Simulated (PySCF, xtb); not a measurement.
Cd(F)(OH) (CdFHO), SMILES [OH][Cd][F]. One conformer was computed; it need not be the lowest.

Harmonic wavenumbers (cm⁻¹) from GFN2-xTB (xtb 6.7.1) at its own minimum, in rising order: 98, 260, 329, 409, 756, 3588.

### Question
What does PySCF with PBE-D3(BJ)/def2-TZVP give at its own minimum? (Estimate from the structure and the level; the computed values follow.)

### Answer
137, 143, 513, 615, 846, 3705. Paired by order, the mean absolute difference is 126 cm⁻¹ and the zero-point energies are 7.8 and 8.5 kcal/mol.
